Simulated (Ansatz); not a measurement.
Relaxation of BrCl₃H₂HfO (8 atoms, charge 0, multiplicity 1), to a largest force component of 0.03 eV/Å in at most 50 steps.

Level of theory: Ansatz 0.2.0, RHF/def2-SVP.

```xyz
8
Properties=species:S:1:pos:R:3
Hf 0.582 -0.299 -0.438
O -0.637 -0.389 2.577
H -1.420 -0.849 2.841
Cl 1.724 -0.413 -2.480
Cl 0.168 1.992 -0.131
Cl -1.386 -1.546 -0.791
Br 2.263 -1.404 1.304
H 0.111 -0.886 2.945
```

Problem. Where does it end, and by what steps?

Solution. It converged. The force dipped under the threshold on the way, but the program's further checks kept it going. After 15 steps the energy has fallen by 0.633 eV; H3 moved furthest, 0.62 Å. Joined: Hf1–O2 (3.25 → 2.35 Å).

```
step  energy less start (eV)  largest force component (eV/Å)  accepted
   0                  0.0000                           1.216       yes
   1                 -0.1341                           1.393       yes
   2                 -0.3362                           2.264       yes
   3                 -0.5412                           1.761       yes
   4                 -0.5783                           1.251       yes
   5                 -0.5989                           0.380       yes
   6                 -0.6255                           0.257       yes
   7                 -0.6281                           0.293       yes
   8                 -0.6297                           0.136       yes
   9                 -0.6313                           0.013       yes
  10                 -0.6285                           0.632        no
  11                 -0.6321                           0.111       yes
  12                 -0.6322                           0.178       yes
  13                 -0.6319                           0.108        no
  14                 -0.6327                           0.053       yes
  15                 -0.6327                           0.002       yes
```

```xyz
8
Properties=species:S:1:pos:R:3
Hf 0.511 -0.374 -0.056
O -0.456 -0.566 2.081
H -1.365 -0.796 2.228
Cl 1.464 -0.467 -2.218
Cl 0.236 1.970 0.193
Cl -1.503 -1.583 -0.542
Br 2.490 -1.357 1.245
H 0.028 -0.621 2.897
```

Whether the end is a true minimum wasn't checked by a vibrational analysis.

Time of the run: 38 s on 4 threads of Arm Neoverse V1 (shared host), peak memory 0.42 GiB.
